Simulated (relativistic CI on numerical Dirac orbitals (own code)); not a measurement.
# Slater and spin-orbit integrals, Gd XIV

Computed by Dirac-Coulomb-Breit CI, separate exchange-only KLI orbitals for each configuration, model QED, unscaled Slater integrals (own radial code, finite nucleus).

Slater integrals F^k, G^k are unscaled and averaged over j, outside the closed core [Kr] 4d10; ζ comes from projecting the Hamiltonian with its Breit term on Σ l·s of the shell.

- 4f⁵: F^2(4f,4f) = 146120, F^4(4f,4f) = 93418, F^6(4f,4f) = 67729, ζ(4f) = 1876.3 cm⁻¹; <r>(4f) = 0.6852, <r^2>(4f) = 0.5554 (bohr units).
- 4f⁴5p: F^2(4f,4f) = 149160, F^4(4f,4f) = 95478, F^6(4f,4f) = 69261, ζ(4f) = 2000.4, F^2(4f,5p) = 69111, G^2(4f,5p) = 27240, G^4(4f,5p) = 23621, ζ(5p) = 41891 cm⁻¹; <r>(4f) = 0.6735, <r^2>(4f) = 0.5362, <r>(5p) = 1.219, <r^2>(5p) = 1.656 (bohr units).
- 4f³5s²: F^2(4f,4f) = 152000, F^4(4f,4f) = 97406, F^6(4f,4f) = 70694, ζ(4f) = 2075.2 cm⁻¹; <r>(4f) = 0.6628, <r^2>(4f) = 0.5185 (bohr units).

Averages of the first 6 configurations, taken without configuration mixing, which lowers the lowest level and can move excited configurations by several eV; other configurations of the list can lie among them:

```json
{"Configuration": "4f⁵", "Parity": "odd", "States": "2002", "Average energy above the lowest level (eV)": "24.5"}
{"Configuration": "4f⁴5p", "Parity": "odd", "States": "6006", "Average energy above the lowest level (eV)": "44.0"}
{"Configuration": "4f³5s²", "Parity": "odd", "States": "364", "Average energy above the lowest level (eV)": "7.2"}
{"Configuration": "4f³5s5p", "Parity": "even", "States": "4368", "Average energy above the lowest level (eV)": "36.1"}
{"Configuration": "4f³5p²", "Parity": "odd", "States": "5460", "Average energy above the lowest level (eV)": "68.8"}
{"Configuration": "4f⁴5d", "Parity": "even", "States": "10010", "Average energy above the lowest level (eV)": "87.7"}
```
